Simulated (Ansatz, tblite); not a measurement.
Forces on the cluster HgF₂⁺ at its PBE-D4/def2-TZVP geometry. Charge 1, multiplicity 2.

In the def2 sets Hg takes a core potential; there is no spin–orbit coupling. The xTB rows come from tblite. B3LYP takes the VWN-RPA correlation. The structure comes from a short search, and lower isomers may exist.

GFN1-xTB (tblite), largest force 0.59 eV/Å:

```xyz
3
positions Å, forces eV/Å
Hg    0.000    0.000    0.000    0.000    0.000    0.000
F     0.986   -0.025    1.665   -0.299    0.008   -0.504
F    -0.987    0.024   -1.665    0.299   -0.007    0.504
```

GFN2-xTB (tblite), largest force 0.08 eV/Å:

```
Hg 0.000 0.000 0.000
F 0.043 -0.001 0.073
F -0.043 0.001 -0.073
```

B3LYP-D4/def2-TZVP (Ansatz), largest force 0.12 eV/Å:

```
Hg -0.001 -0.001 0.001
F -0.061 0.002 -0.105
F 0.062 -0.001 0.104
```
